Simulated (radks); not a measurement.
Values are calculated unless marked as measured or tabulated.
Ru, 44 electrons, occupied as [Kr] 4d7 5s1. Level of theory: Dirac Kohn-Sham, PBE, spin-unpolarised, spherical densities, finite nucleus; open shells fill j = l - 1/2 first; Fermi nuclear charge, rms radius 4.4809 fm (a radial shooting solver on a logarithmic mesh with Libxc functionals).

Unscreened Slater integrals over Kohn-Sham orbitals (eV). Large and small components are both included.

integral           value
F0(5s1/2,5s1/2)   7.2629
F0(5s1/2,4d5/2)   8.8981
G2(5s1/2,4d5/2)   1.7964
F0(5s1/2,4d3/2)   8.9233
G2(5s1/2,4d3/2)   1.7410
F0(5s1/2,4p3/2)   9.3490
G1(5s1/2,4p3/2)  0.51143
F0(4d5/2,4d5/2)   14.610
F2(4d5/2,4d5/2)   7.0215
F4(4d5/2,4d5/2)   4.5048
F0(4d5/2,4d3/2)   14.727
F2(4d5/2,4d3/2)   7.0842
G2(4d5/2,4d3/2)   7.0815
G4(4d5/2,4d3/2)   4.5458
F0(4d5/2,4p3/2)   17.226
F2(4d5/2,4p3/2)   8.0991
G1(4d5/2,4p3/2)   9.9934
G3(4d5/2,4p3/2)   6.0454
F0(4d3/2,4d3/2)   14.846
F2(4d3/2,4d3/2)   7.1495
F0(4d3/2,4p3/2)   17.404
F2(4d3/2,4p3/2)   8.2333
G1(4d3/2,4p3/2)   10.199
G3(4d3/2,4p3/2)   6.1728
F0(4p3/2,4p3/2)   21.522
F2(4p3/2,4p3/2)   11.270
